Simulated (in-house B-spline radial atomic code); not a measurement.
RPA and G0W0 on PBE0: Cl⁻

Configuration [Ne] 3s2 3p6, mean-field start PBE0. Computed with a B-spline radial code for spherical atoms: all electrons, scalar-relativistic (spin-free one-electron X2C), finite nucleus, each spin shell either full or empty, empty states to l = 9 with an (l + 1/2)⁻⁴ tail; G0W0 by contour deformation at full frequency.

Command:
```bash
python run_gw.py task.json out
```
Settings (radii: box in bohr, nucleus in fm):
```
Z                        17
electrons                18
configuration            [Ne] 3s2 3p6
hamiltonian              x2c
method                   pbe0
lmax                     9
rms_radius               3.3654
spin_polarised           False
box_radius               60
intervals                75
```

Run time, properties included: 2.7 s on 1 thread of Arm Neoverse N1, on a shared host.

Energies (hartree):

```csv
term,value
mean-field total,-461.56596
Hartree-Fock functional on these orbitals,-460.98373
direct second order,-1.232
second-order exchange,0.41882
SOSEX correction,0.37281
```

(1) What is the RPA correlation energy, and what remains with SOSEX?

Quasi-particle levels (eV):

```csv
level,occupied,mean field,Σx - vxc,Σc,QP weight,G0W0
3p,yes,-0.983,-3.08,?,?,?
```

G0W0 = mean field + (Σx - vxc) + Σc, with Σc (partial-wave tail included) taken at the quasi-particle energy. Only the outer levels were computed. Levels of low weight are left out.

(2) Where does G0W0 put 3p?

Results:

(1) RPA gives -1.0434 hartree (-1.58 eV per electron); RPA + SOSEX gives -0.67055, and the second-order doubles -0.81318 hartree (no singles). RPA lacks exchange-type terms and so overcorrelates at short range.

(2) At -3.282 eV, with Σc = 0.78 eV and a quasi-particle weight of 0.704. The tabulated removal energy is 3.613 eV (electron affinity of the neutral atom); the calculation leaves out spin-orbit coupling, Breit and QED terms, and what these don't explain is the method's own error.
